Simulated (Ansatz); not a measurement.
Reaction (ligand exchange at the Si–C bond): `NC[SiH](N)N` + `O[SiH3]` → `N[SiH](N)O[SiH3]` + CH₃NH₂

Program: Ansatz. Geometries: PBE0-D4/def2-TZVP. ΔE: electronic, gas phase. CCSD(T)/CBS adds triple-zeta CCSD(T) − MP2 to the extrapolated MP2 energy (def2 sets, frozen cores). One conformer a species, not always the lowest.

`NC[SiH](N)N`:

```xyz
14

N     1.328    0.892   -1.250
C     1.376    0.264    0.080
Si   -0.272   -0.430    0.668
N    -1.304    0.940    0.807
N    -1.056   -1.503   -0.414
H     0.562    1.555   -1.284
H     1.115    0.187   -1.947
H     2.129   -0.531    0.062
H     1.762    0.998    0.799
H    -0.061   -1.245    1.906
H    -2.285    0.804    0.990
H    -0.970    1.784    1.246
H    -0.949   -2.499   -0.339
H    -1.376   -1.216   -1.324
```

`O[SiH3]`:

Z-matrix (Å, degrees):
```
Si
O 1 1.648
H 1 1.489 2 111.7
H 1 1.489 2 111.7 3 120.9
H 1 1.481 2 105.9 3 -119.6
H 2 0.957 1 117.9 3 -60.5
```

`N[SiH](N)O[SiH3]`:

```xyz
13

N     1.484    0.875   -0.545
Si    0.219   -0.182   -0.993
N     0.793   -1.756   -0.694
O    -1.092    0.321   -0.140
Si   -1.521    0.649    1.401
H     1.309    1.858   -0.422
H     2.422    0.705   -0.869
H    -0.238   -0.179   -2.403
H     0.383   -2.554   -1.150
H     1.232   -2.001    0.178
H    -0.940   -0.346    2.343
H    -3.001    0.605    1.497
H    -1.051    2.005    1.797
```

CH₃NH₂:

```xyz
7

C    -0.259   -0.026    0.505
N     0.552   -0.231   -0.683
H    -0.917    0.855    0.480
H     0.393    0.071    1.377
H    -0.885   -0.905    0.672
H     1.149    0.569   -0.850
H    -0.033   -0.333   -1.501
```

| level | ΔE (kcal/mol) |
| --- | --- |
| MP2/CBS(def2) | -36.3 |
| CCSD/CBS(def2) | -36.9 |

What does CCSD(T)/CBS give? (An estimate is asked.)

The calculation gave: -36.0 kcal/mol. The listed levels differ from it by -0.3, -0.9 kcal/mol.

Largest T1 diagnostic among the species: 0.011.

From PBE to PBE0 (25 % exact exchange), in def2-TZVPP and without D4, ΔE moves by −1.9 kcal/mol. In def2-TZVPP, CCSD(T) changes the Hartree–Fock value by +5.7 kcal/mol (the triples alone add +0.8 kcal/mol) and MP2 by +5.5 kcal/mol.
